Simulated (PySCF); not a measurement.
GeH₅Si, SMILES [SiH3][GeH2] (connectivity only; charge and spin as stated), charge +1, multiplicity 1. Heavy atoms are numbered as in [SiH3:1][GeH2:2]. Hydrogens are named by the atom that carries them.

Geometry: PBE-D3(BJ)/def2-TZVP. The spin state was assumed, not searched. The isomer is the one that the SMILES or the coordinates give; other isomers of the formula were not compared.

These are B3LYP/pcSseg-2 (PySCF) values and carry that method's errors.

GIAO shieldings, no solvent; atoms alike by connectivity are averaged. δ = σ(ref) − σ: ²⁹Si against TMS (σ = 325.2 ppm); ⁷³Ge against GeH4 (σ = 1629.1 ppm); ¹H against TMS (σ = 31.68 ppm), references at their B3LYP-D3(BJ)/def2-TZVP geometries, non-relativistic.

```csv
nucleus,atoms,count,δ (ppm)
²⁹Si,Si1 (SiH3),1,-62.3
⁷³Ge,Ge2 (GeH2),1,1536.0
¹H,H on Ge2,2,10.89
¹H,H on Si1,3,5.33
```
